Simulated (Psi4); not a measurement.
Approach curve of the dimer C3H8 ··· H4OSi (SMILES CCC and O[SiH3]). Monomers: optimised at B3LYP-D3(BJ) (def2-TZVP), held rigid. Orientation: lowest of the rigid-body minima from ten starts at GFN2-xTB. R is the distance of the centres of mass, along which the second monomer moves.

PBE/def2-TZVP, counterpoise-corrected (Psi4); PBE-D3(BJ)/def2-TZVP, counterpoise-corrected (Psi4); SAPT0/jun-cc-pVDZ, frozen core (Psi4).

Interaction energies in kcal/mol; the last columns give the difference from SAPT0:

| R / Å | PBE/def2-TZVP | PBE-D3(BJ)/def2-TZVP | SAPT0/jun-cc-pVDZ | PBE/def2-TZVP − SAPT0/jun-cc-pVDZ | PBE-D3(BJ)/def2-TZVP − SAPT0/jun-cc-pVDZ |
|---|---|---|---|---|---|
| 3.48 | 4.09 | 1.39 | 3.92 | 0.18 | -2.52 |
| 3.65 | 1.50 | -0.92 | 1.33 | 0.16 | -2.26 |
| 3.93 | -0.40 | -2.39 | -0.55 | 0.15 | -1.84 |
| 4.09 | -0.80 | -2.55 | -0.94 | 0.14 | -1.61 |
| 4.30 | -0.95 | -2.42 | -1.09 | 0.13 | -1.33 |
| 4.52 | -0.92 | -2.11 | -1.02 | 0.11 | -1.09 |
| 4.83 | -0.74 | -1.63 | -0.82 | 0.07 | -0.81 |
| 5.10 | -0.57 | -1.24 | -0.63 | 0.06 | -0.61 |
| 5.56 | -0.33 | -0.74 | -0.39 | 0.06 | -0.35 |
| 6.27 | -0.13 | -0.32 | -0.19 | 0.06 | -0.13 |
| 7.30 | -0.04 | -0.11 | -0.08 | 0.04 | -0.04 |
| 8.60 | -0.01 | -0.04 | -0.03 | 0.01 | -0.01 |

PBE/def2-TZVP is furthest from SAPT0/jun-cc-pVDZ at 3.48 (0.18 kcal/mol, above); its mean absolute difference over the points is 0.10 kcal/mol.

PBE-D3(BJ)/def2-TZVP is furthest from SAPT0/jun-cc-pVDZ at 3.48 (-2.52 kcal/mol, below); its mean absolute difference over the points is 1.05 kcal/mol.
